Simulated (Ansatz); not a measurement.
Consider the cleavage of the Si–Ga bond: `[CH3][GaH][SiH3]` + `NC(O)(F)F` → `OC(F)(F)N[SiH3]` + `[CH3][GaH2]`.

Computed with Ansatz on PBE0-D4/def2-TZVP structures; ΔE is electronic, products minus reactants. CBS: MP2 limit from def2 TZ/QZ plus the TZ coupled-cluster correction, frozen cores. Functionals use def2-TZVPP. For Ga outer-core shells are correlated without core-valence functions, which leaves a few kJ/mol of doubt a bond. Scalar relativity is left out up to krypton. One conformer a species, not always the lowest.

`[CH3][GaH][SiH3]`:

```xyz
10

C    -0.133    0.326    1.870
Ga   -0.196    0.847   -0.030
Si    0.243   -0.771   -1.774
H     0.213   -0.697    2.023
H    -1.134    0.421    2.302
H     0.517    1.008    2.425
H    -0.550    2.344   -0.380
H    -0.713   -1.913   -1.669
H     0.141   -0.222   -3.154
H     1.613   -1.342   -1.614
```

`NC(O)(F)F`:

Cartesian coordinates in Å:
```
N -0.517 -1.047 -0.198
C 0.326 0.027 0.122
O -0.244 1.250 -0.086
F 0.704 -0.074 1.421
F 1.464 -0.065 -0.611
H -0.776 -1.007 -1.175
H -1.350 -1.018 0.375
H 0.394 1.934 0.153
```

`OC(F)(F)N[SiH3]`:

Z-matrix (Å, degrees):
```
C
F 1 1.364
F 1 1.378 2 103.4
O 1 1.355 2 111.5 3 -116.0
N 1 1.385 2 108.8 3 120.7
H 4 0.964 1 108.3 2 73.3
Si 5 1.737 1 125.6 2 -21.5
H 5 1.006 1 113.3 2 162.5
H 7 1.483 5 111.6 1 -53.5
H 7 1.483 5 112.1 1 69.0
H 7 1.484 5 104.0 1 -172.4
```

`[CH3][GaH2]`:

```xyz
7

C    -0.508   -0.102    0.742
Ga    0.595    0.152   -0.866
H    -0.436   -1.149    1.058
H    -0.179    0.521    1.575
H    -1.561    0.097    0.536
H     0.056   -0.304   -2.273
H     2.033    0.786   -0.772
```

(1) Is it downhill or uphill in electronic energy at CCSD(T)/CBS, and by how much? (Best estimate.)

(2) What do these levels give: ωB97X-V, r2SCAN, HF/def2-TZVPP, SCS-MP2/def2-TZVPP, CCSD/def2-TZVPP, HF/def2-QZVPP? (An estimate is asked.)

Largest T1 diagnostic among the species: 0.012.

## Answers

(1) Computed: Downhill: ΔE = -6.6 kcal/mol.

(2) The calculation gave: ωB97X-V -7.4, r2SCAN -5.7, HF/def2-TZVPP -9.6, SCS-MP2/def2-TZVPP -8.7, CCSD/def2-TZVPP -6.8, HF/def2-QZVPP -10.1 kcal/mol.

In def2-TZVPP, CCSD(T) changes the Hartree–Fock value by +3.1 kcal/mol (the triples alone add +0.3 kcal/mol) and MP2 by +1.3 kcal/mol. From PBE to PBE0 (25 % exact exchange), in def2-TZVPP and without D4, ΔE moves by −1.1 kcal/mol.
